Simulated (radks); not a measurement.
Q: These are the eigenvalues of the occupied orbitals of an atom or ion with whole-number occupations (eV). Calculated with a radial shooting solver on a logarithmic mesh with Libxc functionals: non-relativistic Kohn-Sham, B86b exchange with PBE correlation, spin-polarised, spherical densities, point nucleus.

orbital  eigenvalue
1s down   -302.1212
1s up     -302.1112
2s up      -33.9603
2s down    -33.7380
3d up       -4.6700

Which element is it, and in what charge state? The configuration may be excited. Open shells, if any, are filled with parallel spins first.

A: Z = 6, carbon, charge +1: C+ in [He] 2s2 3d1. The list shows which subshells hold electrons but not how many an open one holds; the 1s level, -11.103 hartree, gives Z - s = 4.7 by -(Z - s)^2/2, which with screening narrows Z to a few neighbours, and the depths of the outer levels then fix element, charge and occupations together.
